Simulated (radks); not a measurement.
Charge is removed step by step from the 5p down level of the thulium ion Tm2+, starting from [Kr] 4d10 4f13 5s2 5p(up 3, down 3). Method: scalar-relativistic Kohn-Sham, BLYP, spin-polarised, spherical densities, point nucleus; open shells are filled with parallel spins first (spin-orbit coupling, left out, can overturn this in heavy ions); computed with a radial shooting solver on a logarithmic mesh with Libxc functionals.

| removed (e) | E - E(0) (eV) | eigenvalue (eV) | E minus straight line (eV) |
|---|---|---|---|
| 0 | 0.000 | -41.184 | 0.000 |
| 0.125 | 5.244 | -42.799 | -0.721 |
| 0.25 | 10.690 | -44.429 | -1.240 |
| 0.375 | 16.341 | -46.073 | -1.554 |
| 0.5 | 22.198 | -47.730 | -1.662 |
| 0.625 | 28.263 | -49.399 | -1.562 |
| 0.75 | 34.538 | -51.081 | -1.253 |
| 0.875 | 41.023 | -52.773 | -0.732 |
| 1 | 47.720 | -54.477 | 0.000 |

Removing the whole electron costs 47.720 eV by Delta-SCF, against 41.184 eV from minus the eigenvalue at the starting occupation. Slater's transition state (half an electron removed) gives 47.730 eV. Integrating minus the eigenvalue over the occupation (Janak's theorem) gives 47.763 eV. In this scalar-relativistic scheme the density is built from large components alone, so the theorem holds only approximately. The mean slope of the eigenvalue, de/dn, is 13.3 eV per electron.
